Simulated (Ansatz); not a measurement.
Reaction (substitution at a C–C bond): `CCBCC` + `CN[SiH2]O` → `CN[SiH2]OC` + `CBCC`

Isolated molecules relaxed with PBE0-D4/def2-TZVP in Ansatz; ΔE leaves out vibrations. CCSD(T)/CBS adds triple-zeta CCSD(T) − MP2 to the extrapolated MP2 energy (def2 sets, frozen cores). DFT in def2-TZVPP. B3LYP here is the variant with VWN-RPA as its local correlation; programs differ in this. Each species was taken in one conformer, which may not be the lowest.

```tsv
level	ΔE (kJ/mol)	difference from CCSD(T)/CBS
PBE-D4	40.2	-4.8
r2SCAN-D4	39.9	-5.1
PBE0-D4	42.0	-3.0
B3LYP-D4	35.7	-9.3
ωB97X-V	38.7	-6.3
ωB97M-V	41.1	-3.9
B2PLYP	41.1	-3.9
PBE	42.2	-2.8
r2SCAN	40.6	-4.4
PBE0	43.9	-1.1
B3LYP	38.7	-6.3
HF/def2-TZVPP	36.8	-8.2
MP2/def2-TZVPP	47.3	2.3
SCS-MP2/def2-TZVPP	43.6	-1.4
CCSD/def2-TZVPP	43.0	-2.0
CCSD(T)/def2-TZVPP	43.0	-2.0
HF/def2-QZVPP	36.6	-8.4
MP2/def2-QZVPP	48.4	3.4
SCS-MP2/def2-QZVPP	44.9	-0.1
HF/CBS(def2)	36.6	-8.4
MP2/CBS(def2)	49.3	4.3
CCSD/CBS(def2)	45.0	0.0
CCSD(T)/CBS	45.0	0
```

Largest T1 diagnostic among the species: 0.011.

In def2-TZVPP, CCSD(T) changes the Hartree–Fock value by +6.2 kJ/mol (the triples alone add +0.0 kJ/mol) and MP2 by +10.5 kJ/mol. The D4 term adds −3.0 kJ/mol with B3LYP and −1.9 kJ/mol with PBE0; it sums over pairs of atoms, weighted by their polarisabilities, and B3LYP, whose exchange is more repulsive, gets the larger term.
